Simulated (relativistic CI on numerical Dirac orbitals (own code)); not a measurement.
# Co²⁺: resonant inelastic scattering at the M2,3 edge

Computed with this model: Dirac-Coulomb-Breit CI, separate exchange-only KLI orbitals for each configuration, model QED, valence Slater integrals scaled by 0.9, Kramers-Heisenberg scattering through one core-hole configuration in a parametric crystal field; configurations [Ar] 3d7 → [Ne] 3s2 3p5 3d8; 10 K; core-hole width 0.8 eV; summed over polarisations. Incident energies are the highest absorption maxima for each field (at most a few, so the weaker spin-orbit partner edge can be absent), on the computed scale of the free ion. Intensities are in per cent of the strongest line above 0.02 eV; levels within 1 cm⁻¹ are merged; final levels count from the ground level, the first row holds all elastic scattering, lines under 0.4 are left out and each table stops after 24 rows. The scale of the Slater integrals is a model choice and moves the terms in proportion.

Field parameters in Wybourne normalisation: Td as Oh with Dq negative (B⁴₀ = 21Dq, B⁴₄ = √(5/14) B⁴₀). The field is a parameter set, without covalency.

S is read from ⟨S²⟩ = S(S + 1).

Td, 10Dq = -1450 cm⁻¹:

| Final level (eV) | Degeneracy | Irrep | S | 64.1 eV | 67.6 eV |
| --- | --- | --- | --- | --- | --- |
| 0.000 | 4 | Γ8 | 1.50 | 184.8 | 132.5 |
| 0.158 | 4 | Γ8 | 1.50 | 52.4 | 100.0 |
| 0.183 | 2 | Γ6 | 1.50 | 18.4 | 37.7 |
| 0.230 | 4 | Γ8 | 1.50 | 46.8 | 81.0 |
| 0.234 | 2 | Γ7 | 1.50 | 6.5 | 48.5 |
| 0.288 | 2 | Γ6 | 1.50 | 35.7 | 33.1 |
| 0.351 | 4 | Γ8 | 1.50 | 59.2 | 49.0 |
| 0.410 | 2 | Γ7 | 1.50 | 35.7 | 20.1 |
| 0.435 | 4 | Γ8 | 1.50 | 18.3 | 18.4 |
| 2.232 | 4 | Γ8 | 0.51 | 23.1 | 0.7 |
| 2.234 | 2 | Γ6 | 0.50 | 9.4 | 0.4 |
| 2.305 | 4 | Γ8 | 1.06 | 13.2 | 47.3 |
| 2.309 | 2 | Γ7 | 1.50 | 2.7 | 56.9 |
| 2.313 | 4 | Γ8 | 1.12 | 19.4 | 55.8 |
| 2.337 | 4 | Γ8 | 1.28 | 6.6 | 21.1 |
| 2.345 | 2 | Γ6 | 0.53 | 0.9 | 0.2 |
| 2.351 | 4 | Γ8 | 0.78 | 7.4 | 6.3 |
| 2.383 | 2 | Γ6 | 1.48 | 0.3 | 5.2 |
| 2.408 | 2 | Γ7 | 0.50 | 2.6 | 0.1 |
| 2.895 | 4 | Γ8 | 0.52 | 0.7 | 0.4 |
| 2.988 | 4 | Γ8 | 0.50 | 0.6 | 0.1 |
| 3.055 | 4 | Γ8 | 0.51 | 0.1 | 0.7 |
| 3.091 | 4 | Γ8 | 0.51 | 0.5 | 0.2 |
| 3.126 | 4 | Γ8 | 0.50 | 0.5 | 0.1 |

Td, 10Dq = -3250 cm⁻¹:

```csv
Final level (eV),Degeneracy,Irrep,S,64.5 eV,67.8 eV
0.000,4,Γ8,1.50,222.8,116.3
0.380,4,Γ8,1.50,32.6,97.2
0.399,2,Γ6,1.50,16.2,50.7
0.433,4,Γ8,1.50,64.1,92.8
0.444,2,Γ7,1.50,11.4,48.4
0.652,2,Γ6,1.50,53.8,47.5
0.710,4,Γ8,1.50,98.9,72.3
0.779,2,Γ7,1.50,57.3,22.2
0.794,4,Γ8,1.50,49.7,37.6
2.318,4,Γ8,0.50,22.9,0.4
2.359,2,Γ6,0.50,8.9,0.3
2.430,4,Γ8,0.52,14.2,0.8
2.533,2,Γ6,0.51,4.8,0.5
2.571,4,Γ8,1.44,8.7,100.0
2.572,2,Γ7,1.49,2.5,51.0
2.590,4,Γ8,0.66,29.8,11.3
2.603,4,Γ8,1.43,6.0,53.3
2.644,2,Γ6,1.48,0.8,16.7
2.659,2,Γ7,0.51,5.0,0.5
3.054,4,Γ8,0.53,2.7,1.2
3.080,2,Γ7,0.50,0.8,0.1
3.139,4,Γ8,0.51,1.0,0.6
3.149,2,Γ6,0.51,0.5,0.7
3.310,4,Γ8,0.50,0.4,1.5
```

Td, 10Dq = -5050 cm⁻¹:

| Final level (eV) | Degeneracy | Irrep | S | 64.9 eV | 68.1 eV |
| --- | --- | --- | --- | --- | --- |
| 0.000 | 4 | Γ8 | 1.50 | 229.7 | 95.4 |
| 0.604 | 4 | Γ8 | 1.50 | 27.7 | 81.4 |
| 0.619 | 2 | Γ6 | 1.50 | 15.3 | 45.6 |
| 0.649 | 4 | Γ8 | 1.50 | 61.7 | 75.2 |
| 0.663 | 2 | Γ7 | 1.50 | 20.6 | 36.9 |
| 1.025 | 2 | Γ6 | 1.50 | 54.9 | 42.5 |
| 1.079 | 4 | Γ8 | 1.50 | 100.0 | 62.2 |
| 1.151 | 2 | Γ7 | 1.50 | 52.8 | 16.4 |
| 1.161 | 4 | Γ8 | 1.50 | 70.5 | 33.0 |
| 2.369 | 4 | Γ8 | 0.50 | 20.8 | 0.3 |
| 2.440 | 2 | Γ6 | 0.50 | 7.5 | 0.2 |
| 2.498 | 4 | Γ8 | 0.51 | 14.2 | 0.6 |
| 2.741 | 2 | Γ6 | 0.51 | 7.9 | 0.6 |
| 2.828 | 4 | Γ8 | 0.61 | 24.1 | 9.2 |
| 2.853 | 2 | Γ7 | 1.41 | 1.4 | 38.5 |
| 2.859 | 4 | Γ8 | 1.44 | 10.9 | 86.6 |
| 2.884 | 4 | Γ8 | 1.46 | 8.3 | 59.1 |
| 2.891 | 2 | Γ7 | 0.66 | 5.2 | 5.0 |
| 2.926 | 2 | Γ6 | 1.48 | 1.5 | 20.5 |
| 3.220 | 2 | Γ7 | 0.51 | 1.6 | 0.2 |
| 3.239 | 4 | Γ8 | 0.53 | 3.9 | 1.4 |
| 3.291 | 4 | Γ8 | 0.53 | 3.1 | 1.1 |
| 3.341 | 2 | Γ6 | 0.52 | 1.1 | 0.9 |
| 3.541 | 4 | Γ8 | 0.50 | 0.7 | 1.7 |

For the first field the strongest loss at the lowest incident energy is the level at 0.35 eV (S = 1.50, against 1.50 in the thermal ground state). Levels of other spin, the first over 8 % at 2.23 eV, appear because spin-orbit coupling of the core hole, and in heavier ions of the valence shell too, mixes spins.
